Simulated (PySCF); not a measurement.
F₃Sc (SMILES [F][Sc]([F])[F]), singlet, at a GFN2-xTB geometry (such geometries of metal compounds can be far from the true shape); TPSS/cc-pVDZ run with PySCF.

PySCF was given this input:
```python
from pyscf import gto, scf, dft

mol = gto.M(
    atom='''
Sc    0.00000000   -0.00000000    0.00000000
F    -1.49196408   -0.92465244    0.06317319
F    -0.00096259    1.62400390   -0.66898447
F     1.49292667   -0.69935146    0.60581128
''',
    basis='cc-pvdz',
    verbose=4,
)

mf = dft.RKS(mol)
mf.xc = 'tpss'
mf.diis = False
mf.max_cycle = 100
mf.kernel()
mf.analyze()
```

### Question
Write the output that PySCF gives for this input, abridged.

### Answer

```
PySCF version 2.14.0

[INPUT] verbose = 4
[INPUT] num. atoms = 4
[INPUT] num. electrons = 48
[INPUT] charge = 0
[INPUT] spin (= nelec alpha-beta = 2S) = 0
[INPUT] symmetry False subgroup None
[INPUT] Mole.unit = angstrom
[INPUT] Symbol           X                Y                Z      unit          X                Y                Z       unit  Magmom
[...]
nuclear repulsion = 213.098190629212
number of shells = 22
number of NR pGTOs = 200
number of NR cGTOs = 85
basis = cc-pvdz
ecp = {}

******** <class 'pyscf.dft.rks.RKS'> ********
method = RKS
initial guess = minao
damping factor = 0
level_shift factor = 0
DIIS disabled
SCF conv_tol = 1e-09
SCF conv_tol_grad = None
SCF max_cycles = 100
direct_scf = True
direct_scf_tol = 1e-13
XC library pyscf.dft.libxc version 7.1.2
    S. Lehtola, C. Steigemann, M. J. T. Oliveira, and M. A. L. Marques,  SoftwareX 7, 1–5 (2018)
XC functionals = tpss
    J. Tao, J. P. Perdew, V. N. Staroverov, and G. E. Scuseria,  Phys. Rev. Lett. 91, 146401 (2003)
    J. P. Perdew, J. Tao, V. N. Staroverov, and G. E. Scuseria,  J. Chem. Phys. 120, 6898 (2004)
    J. Tao, J. P. Perdew, V. N. Staroverov, and G. E. Scuseria,  Phys. Rev. Lett. 91, 146401 (2003)
    J. P. Perdew, J. Tao, V. N. Staroverov, and G. E. Scuseria,  J. Chem. Phys. 120, 6898 (2004)
radial grids:
    Treutler-Ahlrichs [JCP 102, 346 (1995); DOI:10.1063/1.469408] (M4) radial grids

becke partition: Becke, JCP 88, 2547 (1988); DOI:10.1063/1.454033
pruning grids: <function nwchem_prune>
grids dens level: 3
symmetrized grids: False
atomic radii adjust function: <function treutler_atomic_radii_adjust>
small_rho_cutoff = 0
Set gradient conv threshold to 3.16228e-05
Initial guess from minao.
tot grids = 63432
init E= -1060.38417827409
[...]
cycle= 1 E= -1060.34659560556  delta_E= 0.0376  |g|=    1  |ddm|= 22.8
[...]
cycle= 2 E= -1060.404923661  delta_E= -0.0583  |g|= 0.847  |ddm|=   24
[...]
cycle= 3 E= -1058.78456013788  delta_E= 1.62  |g|= 3.32  |ddm|= 25.7
[...]
cycle= 4 E= -1057.41131127714  delta_E= 1.37  |g|= 4.17  |ddm|=   73
[...]
cycle= 5 E= -1019.8246469678  delta_E= 37.6  |g|= 9.83  |ddm|=  138

WARN: HOMO -0.0168171724496152 == LUMO -0.0165779567360252

cycle= 6 E= -1011.75339478161  delta_E= 8.07  |g|= 9.38  |ddm|=  159
[...]
cycle= 7 E= -984.983273308366  delta_E= 26.8  |g|= 10.9  |ddm|= 5.14e+03
[...]
cycle= 8 E= -1005.29626160438  delta_E= -20.3  |g|= 10.3  |ddm|= 5.1e+03
[...]
cycle= 9 E= -981.738822233721  delta_E= 23.6  |g|= 10.4  |ddm|= 5.38e+03
[...]
cycle= 10 E= -1003.83447330462  delta_E= -22.1  |g|= 10.3  |ddm|= 5.39e+03
[...]
cycle= 11 E= -981.341270368664  delta_E= 22.5  |g|= 10.2  |ddm|= 5.3e+03
[...]
cycle= 12 E= -1003.64822285375  delta_E= -22.3  |g|= 10.3  |ddm|= 5.31e+03
[...]
cycle= 13 E= -981.341428955835  delta_E= 22.3  |g|= 10.1  |ddm|= 5.27e+03
[...]
cycle= 14 E= -1003.63894211763  delta_E= -22.3  |g|= 10.3  |ddm|= 5.27e+03
[...]
cycle= 15 E= -981.34571109462  delta_E= 22.3  |g|= 10.1  |ddm|= 5.27e+03
[...]
cycle= 16 E= -1003.63865694072  delta_E= -22.3  |g|= 10.3  |ddm|= 5.27e+03
[...]
cycle= 17 E= -981.34651449405  delta_E= 22.3  |g|= 10.1  |ddm|= 5.27e+03
[...]
cycle= 18 E= -1003.63867064815  delta_E= -22.3  |g|= 10.3  |ddm|= 5.27e+03
[...]
cycle= 19 E= -981.346633490687  delta_E= 22.3  |g|= 10.1  |ddm|= 5.27e+03
[...]
cycle= 20 E= -1003.63867492924  delta_E= -22.3  |g|= 10.3  |ddm|= 5.27e+03
[...]
cycle= 21 E= -981.346649937938  delta_E= 22.3  |g|= 10.1  |ddm|= 5.27e+03
[...]
cycle= 22 E= -1003.63867555517  delta_E= -22.3  |g|= 10.3  |ddm|= 5.27e+03
[...]
cycle= 23 E= -981.346652168532  delta_E= 22.3  |g|= 10.1  |ddm|= 5.27e+03
[...]
cycle= 24 E= -1003.63867562146  delta_E= -22.3  |g|= 10.3  |ddm|= 5.27e+03
[...]
cycle= 25 E= -981.346652471338  delta_E= 22.3  |g|= 10.1  |ddm|= 5.27e+03
[...]
cycle= 26 E= -1003.63867562393  delta_E= -22.3  |g|= 10.3  |ddm|= 5.27e+03
[...]
cycle= 27 E= -981.346652514461  delta_E= 22.3  |g|= 10.1  |ddm|= 5.27e+03
[...]
cycle= 28 E= -1003.63867562242  delta_E= -22.3  |g|= 10.3  |ddm|= 5.27e+03
[...]
cycle= 29 E= -981.346652519221  delta_E= 22.3  |g|= 10.1  |ddm|= 5.27e+03
[...]
cycle= 30 E= -1003.63867562171  delta_E= -22.3  |g|= 10.3  |ddm|= 5.27e+03
[...]
cycle= 31 E= -981.346652521814  delta_E= 22.3  |g|= 10.1  |ddm|= 5.27e+03
[...]
cycle= 32 E= -1003.63867562148  delta_E= -22.3  |g|= 10.3  |ddm|= 5.27e+03
[...]
cycle= 33 E= -981.346652521994  delta_E= 22.3  |g|= 10.1  |ddm|= 5.27e+03
[...]
cycle= 34 E= -1003.63867562143  delta_E= -22.3  |g|= 10.3  |ddm|= 5.27e+03
[...]
cycle= 35 E= -981.346652521242  delta_E= 22.3  |g|= 10.1  |ddm|= 5.27e+03
[...]
cycle= 36 E= -1003.63867562141  delta_E= -22.3  |g|= 10.3  |ddm|= 5.27e+03
[...]
cycle= 37 E= -981.346652521243  delta_E= 22.3  |g|= 10.1  |ddm|= 5.27e+03
[...]
cycle= 38 E= -1003.63867562139  delta_E= -22.3  |g|= 10.3  |ddm|= 5.27e+03
[...]
cycle= 39 E= -981.346652520987  delta_E= 22.3  |g|= 10.1  |ddm|= 5.27e+03
[...]
cycle= 40 E= -1003.63867562139  delta_E= -22.3  |g|= 10.3  |ddm|= 5.27e+03
[...]
cycle= 41 E= -981.346652521099  delta_E= 22.3  |g|= 10.1  |ddm|= 5.27e+03
[...]
cycle= 42 E= -1003.63867562138  delta_E= -22.3  |g|= 10.3  |ddm|= 5.27e+03
[...]
cycle= 43 E= -981.346652522091  delta_E= 22.3  |g|= 10.1  |ddm|= 5.27e+03
[...]
cycle= 44 E= -1003.6386756214  delta_E= -22.3  |g|= 10.3  |ddm|= 5.27e+03
[...]
cycle= 45 E= -981.346652520881  delta_E= 22.3  |g|= 10.1  |ddm|= 5.27e+03
[...]
cycle= 46 E= -1003.63867562142  delta_E= -22.3  |g|= 10.3  |ddm|= 5.27e+03
[...]
cycle= 47 E= -981.346652522855  delta_E= 22.3  |g|= 10.1  |ddm|= 5.27e+03
[...]
cycle= 48 E= -1003.63867562137  delta_E= -22.3  |g|= 10.3  |ddm|= 5.27e+03
[...]
cycle= 49 E= -981.346652522293  delta_E= 22.3  |g|= 10.1  |ddm|= 5.27e+03
[...]
cycle= 50 E= -1003.6386756214  delta_E= -22.3  |g|= 10.3  |ddm|= 5.27e+03
[...]
cycle= 51 E= -981.346652521712  delta_E= 22.3  |g|= 10.1  |ddm|= 5.27e+03
[...]
cycle= 52 E= -1003.63867562142  delta_E= -22.3  |g|= 10.3  |ddm|= 5.27e+03
[...]
cycle= 53 E= -981.346652521771  delta_E= 22.3  |g|= 10.1  |ddm|= 5.27e+03
[...]
cycle= 54 E= -1003.63867562137  delta_E= -22.3  |g|= 10.3  |ddm|= 5.27e+03
[...]
cycle= 55 E= -981.346652521696  delta_E= 22.3  |g|= 10.1  |ddm|= 5.27e+03
[...]
cycle= 56 E= -1003.63867562138  delta_E= -22.3  |g|= 10.3  |ddm|= 5.27e+03
[...]
cycle= 57 E= -981.346652521485  delta_E= 22.3  |g|= 10.1  |ddm|= 5.27e+03
[...]
cycle= 58 E= -1003.63867562142  delta_E= -22.3  |g|= 10.3  |ddm|= 5.27e+03
[...]
cycle= 59 E= -981.346652520827  delta_E= 22.3  |g|= 10.1  |ddm|= 5.27e+03
[...]
cycle= 60 E= -1003.63867562143  delta_E= -22.3  |g|= 10.3  |ddm|= 5.27e+03
[...]
cycle= 61 E= -981.346652521768  delta_E= 22.3  |g|= 10.1  |ddm|= 5.27e+03
[...]
cycle= 62 E= -1003.6386756214  delta_E= -22.3  |g|= 10.3  |ddm|= 5.27e+03
[...]
cycle= 63 E= -981.346652520641  delta_E= 22.3  |g|= 10.1  |ddm|= 5.27e+03
[...]
cycle= 64 E= -1003.63867562141  delta_E= -22.3  |g|= 10.3  |ddm|= 5.27e+03
[...]
cycle= 65 E= -981.346652521133  delta_E= 22.3  |g|= 10.1  |ddm|= 5.27e+03
[...]
cycle= 66 E= -1003.63867562141  delta_E= -22.3  |g|= 10.3  |ddm|= 5.27e+03
[...]
cycle= 67 E= -981.346652522433  delta_E= 22.3  |g|= 10.1  |ddm|= 5.27e+03
[...]
cycle= 68 E= -1003.63867562133  delta_E= -22.3  |g|= 10.3  |ddm|= 5.27e+03
[...]
cycle= 69 E= -981.346652521662  delta_E= 22.3  |g|= 10.1  |ddm|= 5.27e+03
[...]
cycle= 70 E= -1003.6386756214  delta_E= -22.3  |g|= 10.3  |ddm|= 5.27e+03
[...]
cycle= 71 E= -981.346652522455  delta_E= 22.3  |g|= 10.1  |ddm|= 5.27e+03
[...]
cycle= 72 E= -1003.63867562136  delta_E= -22.3  |g|= 10.3  |ddm|= 5.27e+03
[...]
cycle= 73 E= -981.346652520828  delta_E= 22.3  |g|= 10.1  |ddm|= 5.27e+03
[...]
cycle= 74 E= -1003.63867562144  delta_E= -22.3  |g|= 10.3  |ddm|= 5.27e+03
[...]
cycle= 75 E= -981.346652522498  delta_E= 22.3  |g|= 10.1  |ddm|= 5.27e+03
[...]
cycle= 76 E= -1003.63867562135  delta_E= -22.3  |g|= 10.3  |ddm|= 5.27e+03
[...]
cycle= 77 E= -981.346652521553  delta_E= 22.3  |g|= 10.1  |ddm|= 5.27e+03
[...]
cycle= 78 E= -1003.63867562138  delta_E= -22.3  |g|= 10.3  |ddm|= 5.27e+03
[...]
cycle= 79 E= -981.346652521926  delta_E= 22.3  |g|= 10.1  |ddm|= 5.27e+03
[...]
cycle= 80 E= -1003.6386756214  delta_E= -22.3  |g|= 10.3  |ddm|= 5.27e+03
[...]
cycle= 81 E= -981.346652521216  delta_E= 22.3  |g|= 10.1  |ddm|= 5.27e+03
[...]
cycle= 82 E= -1003.63867562145  delta_E= -22.3  |g|= 10.3  |ddm|= 5.27e+03
[...]
cycle= 83 E= -981.346652521912  delta_E= 22.3  |g|= 10.1  |ddm|= 5.27e+03
[...]
cycle= 84 E= -1003.6386756214  delta_E= -22.3  |g|= 10.3  |ddm|= 5.27e+03
[...]
cycle= 85 E= -981.346652521337  delta_E= 22.3  |g|= 10.1  |ddm|= 5.27e+03
[...]
cycle= 86 E= -1003.63867562137  delta_E= -22.3  |g|= 10.3  |ddm|= 5.27e+03
[...]
cycle= 87 E= -981.346652520591  delta_E= 22.3  |g|= 10.1  |ddm|= 5.27e+03
[...]
cycle= 88 E= -1003.63867562138  delta_E= -22.3  |g|= 10.3  |ddm|= 5.27e+03
[...]
cycle= 89 E= -981.346652522192  delta_E= 22.3  |g|= 10.1  |ddm|= 5.27e+03
[...]
cycle= 90 E= -1003.63867562142  delta_E= -22.3  |g|= 10.3  |ddm|= 5.27e+03
[...]
cycle= 91 E= -981.346652521552  delta_E= 22.3  |g|= 10.1  |ddm|= 5.27e+03
[...]
cycle= 92 E= -1003.63867562139  delta_E= -22.3  |g|= 10.3  |ddm|= 5.27e+03
[...]
cycle= 93 E= -981.346652521566  delta_E= 22.3  |g|= 10.1  |ddm|= 5.27e+03
[...]
cycle= 94 E= -1003.63867562141  delta_E= -22.3  |g|= 10.3  |ddm|= 5.27e+03
[...]
cycle= 95 E= -981.346652521268  delta_E= 22.3  |g|= 10.1  |ddm|= 5.27e+03
[...]
cycle= 96 E= -1003.63867562142  delta_E= -22.3  |g|= 10.3  |ddm|= 5.27e+03
[...]
cycle= 97 E= -981.346652521317  delta_E= 22.3  |g|= 10.1  |ddm|= 5.27e+03
[...]
cycle= 98 E= -1003.63867562141  delta_E= -22.3  |g|= 10.3  |ddm|= 5.27e+03
[...]
cycle= 99 E= -981.3466525207  delta_E= 22.3  |g|= 10.1  |ddm|= 5.27e+03
[...]
cycle= 100 E= -1003.63867562139  delta_E= -22.3  |g|= 10.3  |ddm|= 5.27e+03
SCF not converged.
SCF energy = -1003.63867562139
**** SCF Summaries ****
Total Energy =                       -1003.638675621385687
Nuclear Repulsion Energy =             213.098190629211871
One-electron Energy =                -1783.833496540949909
Two-electron Energy =                  567.096630290352323
Two-electron Coulomb Energy =          641.936816059632179
DFT Exchange-Correlation Energy =      -74.840185769279856
HOMO-LUMO gap [eV] =                     1.385583216401031
**** MO energy ****
[...]
 ** Mulliken pop on meta-lowdin orthogonal AOs  **
 ** Mulliken pop  **
 ** Mulliken atomic charges  **
charge of    0Sc =      8.78854
charge of    1F =     -2.29814
charge of    2F =     -4.19216
charge of    3F =     -2.29823
Dipole moment(X, Y, Z, Debye):  0.01282, -18.67015,  7.67832
```

The run did not converge; its last values are not results.
